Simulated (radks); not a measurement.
Values are calculated unless marked as measured or tabulated.
Question: Eu32+, 31 electrons, occupied as [Ar] 3d10 4s2 4p1 (the NIST ground configuration). Level of theory: non-relativistic Kohn-Sham, LB94 model potential, spin-polarised, spherical densities, point nucleus; open shells are filled with parallel spins first (spin-orbit coupling, left out, can overturn this in heavy ions); relativity is left out, which matters for an element this heavy (a radial shooting solver on a logarithmic mesh with Libxc functionals). Some entries of the table are withheld. Estimate them.

| orbital | occ. | eigenvalue (eV) | r(max) (bohr) | <r^2> (bohr^2) |
|---|---|---|---|---|
| 1s down | 1 | -46951.00 | 0.01596 | 0.0007734 |
| 1s up | 1 | -46950.99 | 0.01596 | 0.0007734 |
| 2s up | 1 | -8483.442 | 0.08738 | 0.01226 |
| 2s down | 1 | -8483.061 | 0.08738 | 0.01226 |
| 2p up | 3 | -8135.778 | 0.06800 | 0.009113 |
| 2p down | 3 | -8135.105 | 0.06800 | 0.009114 |
| 3s down | 1 | -2757.883 | 0.2424 | 0.07766 |
| 3s up | 1 | -2757.834 | 0.2423 | 0.07757 |
| 3p up | 3 | -2603.343 | (1) | 0.07231 |
| 3p down | 3 | -2603.274 | (2) | 0.07239 |
| 3d up | 5 | -2318.874 | 0.1820 | 0.05713 |
| 3d down | 5 | -2318.743 | 0.1820 | 0.05719 |
| 4s up | 1 | -1315.797 | 0.5151 | (3) |
| 4s down | 1 | -1314.682 | 0.5141 | (4) |
| 4p up | 1 | -1251.920 | 0.5126 | 0.3071 |
| 4p down | 0 | -1250.888 | 0.5114 | 0.3058 |

Answer: 
(1) 3p up r(max) (bohr): 0.2292
(2) 3p down r(max) (bohr): 0.2293
(3) 4s up <r^2> (bohr^2): 0.3068
(4) 4s down <r^2> (bohr^2): 0.3055
